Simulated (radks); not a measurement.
Charge is removed step by step from the 4s down level of Rb3+, starting from [Ar] 3d10 4s(up 1, down 1) 4p4. Calculated with a radial shooting solver on a logarithmic mesh with Libxc functionals: scalar-relativistic Kohn-Sham, PBE, spin-polarised, spherical densities, finite nucleus; open shells are filled with parallel spins first (spin-orbit coupling, left out, can overturn this in heavy ions); Fermi nuclear charge, rms radius 4.2036 fm.

removed (e),E - E(0) (eV),eigenvalue (eV),E minus straight line (eV)
0,0.000,-62.736,0.000
0.125,7.949,-64.475,-0.768
0.25,16.117,-66.221,-1.317
0.375,24.502,-67.972,-1.649
0.5,33.108,-69.730,-1.761
0.625,41.933,-71.494,-1.653
0.75,50.979,-73.264,-1.324
0.875,60.246,-75.041,-0.773
1,69.737,-76.827,0.000

Removing the whole electron costs 69.737 eV by Delta-SCF, against 62.736 eV from minus the eigenvalue at the starting occupation. Slater's transition state (half an electron removed) gives 69.730 eV. Integrating minus the eigenvalue over the occupation (Janak's theorem) gives 69.747 eV. In this scalar-relativistic scheme the density is built from large components alone, so the theorem holds only approximately. The mean slope of the eigenvalue, de/dn, is 14.1 eV per electron.
